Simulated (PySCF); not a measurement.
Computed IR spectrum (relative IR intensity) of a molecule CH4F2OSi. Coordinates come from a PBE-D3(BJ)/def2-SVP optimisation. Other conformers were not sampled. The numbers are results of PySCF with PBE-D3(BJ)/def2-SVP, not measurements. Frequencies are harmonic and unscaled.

Lines under 2 % of the strongest are left out, and lines within 2 cm⁻¹ are merged.

| ν (cm⁻¹) | relative intensity |
|---|---|
| 144 | 4.6 |
| 298 | 4.2 |
| 302 | 7.2 |
| 435 | 25 |
| 733 | 4.1 |
| 791 | 5.7 |
| 798 | 19 |
| 911 | 100 |
| 940 | 91 |
| 1124 | 72 |
| 1175 | 75 |
| 1422 | 3.8 |
| 1426 | 2.7 |
| 2302 | 38 |
| 2945 | 23 |
| 3027 | 11 |
| 3064 | 8.3 |

Task: Pick the molecule that these values belong to.
(A) O[SiH2]C(F)F
(B) CO[SiH](F)F
(C) O[Si@@H](F)CF
(D) OC[SiH](F)F

Result: B, CO[SiH](F)F
